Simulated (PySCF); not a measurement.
## What builds the second ionisation energy along the 3d series

All values are computed (PySCF 2.14, energy differences of UHF-based or UKS calculations, no spin-orbit coupling). Each column adds one step, in eV (sums use unrounded values): valence MP2, valence CCSD, valence triples, then the next inner shell at CCSD(T) (Sc 3s 3p, Ti 3s 3p, V 3s 3p, Cr 3s 3p, Mn 3s 3p, Fe 3s 3p, Co 3s 3p, Cu 3s 3p, Zn 3s 3p). References (NIST) marked * lie between the lowest fine-structure levels; the others compare directly ((s) semi-empirical, (t) theoretical).

| element | UHF | + MP2 | + CCSD | + (T) | + inner shell | sum | reference |
| --- | --- | --- | --- | --- | --- | --- | --- |
| Sc [Ar] 3d1 4s1 → [Ar] 3d1 (x2c-TZVPPall with one added diffuse shell each of s, p, d, f type, spin-free X2C) | 12.227 | 0.083 | 0.035 | 0.000 | 0.445 | 12.790 | 12.800 * |
| Ti [Ar] 3d2 4s1 → [Ar] 3d2 (x2c-TZVPPall with one added diffuse shell each of s, p, d, f type, spin-free X2C) | 12.941 | 0.175 | 0.052 | 0.002 | 0.397 | 13.567 | 13.575 * |
| V [Ar] 3d4 → [Ar] 3d3 (x2c-TZVPPall with one added diffuse shell each of s, p, d, f type, spin-free X2C) | 13.176 | 0.748 | 0.082 | 0.021 | 0.458 | 14.485 | 14.634 ± 0.007 * |
| Cr [Ar] 3d5 → [Ar] 3d4 (x2c-TZVPPall with one added diffuse shell each of s, p, d, f type, spin-free X2C) | 15.000 | 0.968 | 0.022 | 0.033 | 0.330 | 16.353 | 16.486 * |
| Mn [Ar] 3d5 4s1 → [Ar] 3d5 (x2c-TZVPPall with one added diffuse shell each of s, p, d, f type, spin-free X2C) | 14.855 | 0.436 | 0.029 | 0.016 | 0.268 | 15.603 | 15.640 |
| Fe [Ar] 3d6 4s1 → [Ar] 3d6 (x2c-TZVPPall with one added diffuse shell each of s, p, d, f type, spin-free X2C) | 15.302 | 0.586 | 0.020 | 0.035 | 0.213 | 16.156 | 16.199 * |
| Co [Ar] 3d8 → [Ar] 3d7 (x2c-TZVPPall with one added diffuse shell each of s, p, d, f type, spin-free X2C) | 14.200 | 2.721 | -0.502 | 0.165 | 0.248 | 16.832 | 17.084 * |
| Cu [Ar] 3d10 → [Ar] 3d9 (x2c-TZVPPall with one added diffuse shell each of s, p, d, f type, spin-free X2C) | 17.176 | 3.636 | -1.020 | 0.223 | 0.155 | 20.170 | 20.292 * |
| Zn [Ar] 3d10 4s1 → [Ar] 3d10 (x2c-TZVPPall with one added diffuse shell each of s, p, d, f type, spin-free X2C) | 16.878 | 1.013 | -0.105 | 0.082 | 0.035 | 17.905 | 17.964 |

What remains against the references is mostly basis incompleteness and, for starred values, spin-orbit coupling.

These are valence bases, so the inner-shell step is incomplete.
